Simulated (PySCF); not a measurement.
**Bond length, frequency and bond energy of AlSe by level of theory**

State: ²Σ⁺ (doublet), unpaired electrons σ ↑. Set-up: Al pcseg-1, Se pcseg-1; no relativity (PySCF 2.14). De refers to Al + Se in their high-spin ground configurations, without counterpoise correction. The functionals are run spin-unrestricted. A positive dipole means Al(−)Se(+).

```json
{"Level": "UHF", "Re (Å)": "2.150", "ωe (cm⁻¹)": "485", "De (eV)": "2.21", "μ (D)": "-4.65"}
{"Level": "UHF-MP2", "Re (Å)": "2.160", "ωe (cm⁻¹)": "548", "De (eV)": "3.58", "μ (D)": "n/a"}
{"Level": "UHF-SCS-MP2", "Re (Å)": "2.164", "ωe (cm⁻¹)": "535", "De (eV)": "3.37", "μ (D)": "n/a"}
{"Level": "UHF-CCSD", "Re (Å)": "2.179", "ωe (cm⁻¹)": "473", "De (eV)": "3.21", "μ (D)": "n/a"}
{"Level": "UHF-CCSD(T)", "Re (Å)": "2.183", "ωe (cm⁻¹)": "480", "De (eV)": "3.38", "μ (D)": "n/a"}
{"Level": "PBE", "Re (Å)": "2.186", "ωe (cm⁻¹)": "468", "De (eV)": "3.96", "μ (D)": "-3.08"}
{"Level": "revPBE", "Re (Å)": "2.192", "ωe (cm⁻¹)": "464", "De (eV)": "3.75", "μ (D)": "-3.13"}
{"Level": "r²SCAN", "Re (Å)": "2.161", "ωe (cm⁻¹)": "495", "De (eV)": "4.01", "μ (D)": "-3.55"}
{"Level": "r²SCANh", "Re (Å)": "2.156", "ωe (cm⁻¹)": "499", "De (eV)": "3.92", "μ (D)": "-3.66"}
{"Level": "PBE0", "Re (Å)": "2.164", "ωe (cm⁻¹)": "487", "De (eV)": "3.76", "μ (D)": "-3.52"}
{"Level": "r²SCAN0", "Re (Å)": "2.150", "ωe (cm⁻¹)": "503", "De (eV)": "3.79", "μ (D)": "-3.82"}
{"Level": "ωB97X", "Re (Å)": "2.157", "ωe (cm⁻¹)": "486", "De (eV)": "3.63", "μ (D)": "-3.63"}
```

The bond length runs from 2.150 Å (r²SCAN0) to 2.192 Å (revPBE). De spans 2.21 eV (UHF, mean field) to 4.01 eV (r²SCAN, meta-GGA). Correlation at CCSD(T) changes the Hartree–Fock bond energy by +1.17 eV; the triples alone change it by +0.17 eV.

Correlated steps freeze 14 core orbitals. Correlated levels converge slowly with the basis: in double zeta they bind strong bonds too weakly, by up to about 1 eV, and carry superposition errors of some tenths. Spin–orbit coupling is left out. The state is the lowest determinant that a PBE0 search found; another state may lie lower at other levels.
